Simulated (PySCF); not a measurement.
SMILES [GeH3][GeH3], singlet at its CAM-B3LYP/def2-SVP optimised geometry (Å):

```
8

Ge    -0.5244    -0.3899     0.0000
Ge    -1.3694    -1.5633    -1.9414
H     -1.0119    -1.0671     1.2901
H     -1.0119     1.0671     0.0000
H      1.0119    -0.3899     0.0000
H     -0.8821    -3.0203    -1.9418
H     -0.8818    -0.8859    -3.2314
H     -2.9058    -1.5630    -1.9415
```

Calculation: CAM-B3LYP/def2-TZVP (PySCF 2.14.0). Cells within 0.4 Å of a nucleus heavier than hydrogen are left out (blank, or x).

Map of the deformation density (molecule minus spherical neutral atoms) (e/bohr³) on the plane z = 0.0 Å:

```
|2222222222222222222222222222222|
|2222222222222222222222222222222|
|2222222222222222222222222222222|
|2222222222222222222222222222222|
|2222222221111122222222222222222|
|2222222111111111122222222222222|
|2222221111111111111222222222222|
|2222211111111111111112222222222|
|2222111111111111111111222222222|
|2222111111122221111111122222222|
|2221111112464321111111112222222|
|2211111123797422111111112222222|
|2211111224687432111111111222222|
|2111111123565422222211111122222|
|2111111122332212233221111122222|
|2111111111210x02345421111112222|
|111111111110xxx1468841111112222|
|111111111120xxx0478941111112222|
|111111111121xx01356531111112222|
|1111111111221122233321111122222|
|1111111111222111122211111122222|
|1111111111221111111111111222222|
|1111111111111111111111111222222|
|1111111111111111111111112222222|
|2111111111111111111111122222222|
|2111111111111111111111222222222|
|2111111111111111111112222222222|
|2211111111111111111122222222222|
|2221111111111111111222222222222|
|2222111111111111122222222222222|
|2222221111111112222222222222222|
```
Scale: ten equal steps from -0.018 (start of '0') to 0.072 (end of '9'), in the order '0123456789'; x runs from -3.50 to 3.50, y from -3.50 (bottom) to 3.50 (top).
